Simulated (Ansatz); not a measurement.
Consider the hydrogenolysis of the Si–Br bond: `N[SiH]([SeH])Br` + H₂ → `N[SiH2][SeH]` + HBr.

Calculated with Ansatz (gas phase, PBE0-D4/def2-TZVP geometries, no zero-point term in ΔE). CCSD(T)/CBS is the MP2 limit (def2-TZVPP, def2-QZVPP) plus CCSD(T) − MP2 in def2-TZVPP, frozen cores. This one scheme is used for every species. Functionals use def2-TZVPP. For Br, Se outer-core shells are correlated without core-valence functions, which leaves a few kJ/mol of doubt a bond. Scalar relativity is left out up to krypton. One conformer a species, not always the lowest.

| species | r2SCAN energy (Eh) |
| --- | --- |
| `N[SiH]([SeH])Br` | -5322.42946 |
| H₂ | -1.17128 |
| `N[SiH2][SeH]` | -2748.82597 |
| HBr | -2574.74141 |

(1) Work out ΔE.

Largest T1 diagnostic among the species: 0.009.

Answers

(1) ΔE = (-2748.82597) + (-2574.74141) − (-5322.42946) − (-1.17128) = 0.03336 Eh = +0.91 eV. CCSD(T)/CBS gives +0.91 eV.

The D4 term adds +0.13 eV with B3LYP and +0.07 eV with PBE0; it sums over pairs of atoms, weighted by their polarisabilities, and B3LYP, whose exchange is more repulsive, gets the larger term. Leaving LDA and LC-ωPBE aside and taking each functional with its dispersion term where it has one, the values, not all of them listed here, spread over 0.13 eV, from CAM-B3LYP-D4 to revPBE-D4. LDA lies +0.03 eV from PBE without D4.

B3LYP here is the variant with VWN-RPA as its local correlation; programs differ in this.
